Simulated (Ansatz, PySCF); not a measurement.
Species: sum formula SiBr2F (charge 0, doublet). It need not be the lowest isomer of its formula. SMILES: [Si](Br)(Br)F
Structure (B3LYP-D3(BJ)/def2-TZVP (Ansatz, a program for electronic structure) minimum search):
```
Si
F 1 1.5975
Br 1 2.2313 2 107.71
Br 1 2.2313 2 107.71 3 -120.43
```
Charge 0, spin multiplicity 2.

Quantity: atomisation energy (electronic, to ground-state atoms), in kcal/mol. Valence correlation only, unless marked. UHF or UKS for open shells. No spin-orbit coupling. Frozen are the shells of the preceding noble gas and the d and f shells that filled before the atom's block. Non-relativistic. The coupled-cluster limit lacks core correlation, which all-electron functionals hold. CBS marks a two-point X^-3 extrapolation of the correlation energy; Hartree-Fock from the larger set. The bracket is a focal-point correction in the basis named.

| level | program | atomisation energy (kcal/mol) |
|---|---|---|
| HF-D3(BJ)/def2-TZVPD | PySCF + dftd3 | [?] |
| PBE-D3(BJ)/def2-TZVPD | Ansatz + dftd3 | 300.2 |
| r2SCAN/def2-TZVPD | Ansatz | [?] |
| B3LYP/def2-TZVPD | Ansatz | 280.0 |
| PBE0-D3(BJ)/def2-TZVPD | Ansatz + dftd3 | 291.4 |
| TPSSh-D4/def2-TZVPD | PySCF + dftd4 | [?] |
| M06-2X/def2-TZVPD | PySCF | 289.0 |
| wB97M-V/def2-TZVPD | Ansatz | 287.2 |
| RI-MP2/CBS(def2-TZVPP,def2-QZVPP)+[CCSD(T)-MP2]/def2-TZVPP | Ansatz | 289.0 |

### Question
Fill in the missing entries.

### Answer

- HF-D3(BJ)/def2-TZVPD, atomisation energy (kcal/mol): 232.7
- r2SCAN/def2-TZVPD, atomisation energy (kcal/mol): 297.9
- TPSSh-D4/def2-TZVPD, atomisation energy (kcal/mol): 292.4
